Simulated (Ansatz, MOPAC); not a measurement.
Molecule: H$_{4}$BSiO$_{2}$, net charge 0, doublet state. SMILES: OB(O)[SiH2]

Atoms: O1, B2, O3, Si4, H5, H6, H7, H8. Bonds: O1-B2, O1-H5, B2-O3, B2-Si4, O3-H6, Si4-H7, Si4-H8.

Bond lengths (Å) and angles (degrees) optimised at AM1 with MOPAC; PM6 with MOPAC; HF/3-21G with Ansatz (a program for electronic structure); PBE/6-31G* with Ansatz; B3LYP/LANL2DZ with Ansatz; B3LYP/6-31G* with Ansatz, each started from the B3LYP-D3(BJ)/def2-TZVP structure (Ansatz) of the last column. A row stands for all coordinates that are equal there; 10 of 15 kinds are shown. 6-31G* holds six Cartesian d functions. At AM1 the structure is a saddle point. No wavenumbers were computed at PBE/6-31G*, B3LYP/LANL2DZ, so these may be saddle points.

| coordinate | AM1 | PM6 | HF/3-21G | PBE/6-31G* | B3LYP/LANL2DZ | B3LYP/6-31G* | B3LYP-D3(BJ)/def2-TZVP |
|---|---|---|---|---|---|---|---|
| O1-B2 | 1.347 | 1.376 | 1.373 | 1.372 | 1.380 | 1.363 | 1.361 |
| O1-H5 | 0.966 | 0.965 | 0.967 | 0.982 | 0.978 | 0.973 | 0.967 |
| B2-O3 | 1.361 | 1.387 | 1.380 | 1.381 | 1.392 | 1.372 | 1.371 |
| B2-Si4 | 1.835 | 2.106 | 2.022 | 2.020 | 1.990 | 2.021 | 2.010 |
| O3-H6 | 0.957 | 0.941 | 0.961 | 0.975 | 0.972 | 0.967 | 0.961 |
| Si4-H7 | 1.458 | 1.499 | 1.484 | 1.500 | 1.481 | 1.488 | 1.481 |
| Si4-H8 | 1.458 | 1.500 | 1.492 | 1.506 | 1.487 | 1.494 | 1.486 |
| O1-B2-O3 | 109.8 | 109.4 | 117.5 | 118.4 | 117.8 | 118.2 | 118.2 |
| O1-B2-Si4 | 114.9 | 120.4 | 117.8 | 117.4 | 117.8 | 117.5 | 118.2 |
| O3-B2-Si4 | 135.3 | 130.2 | 124.6 | 124.2 | 124.4 | 124.2 | 123.6 |

Mean signed difference of all 7 bond lengths from B3LYP-D3(BJ)/def2-TZVP: AM1 -0.037 Å, PM6 0.020 Å, HF/3-21G 0.006 Å, PBE/6-31G* 0.014 Å, B3LYP/LANL2DZ 0.006 Å, B3LYP/6-31G* 0.006 Å.
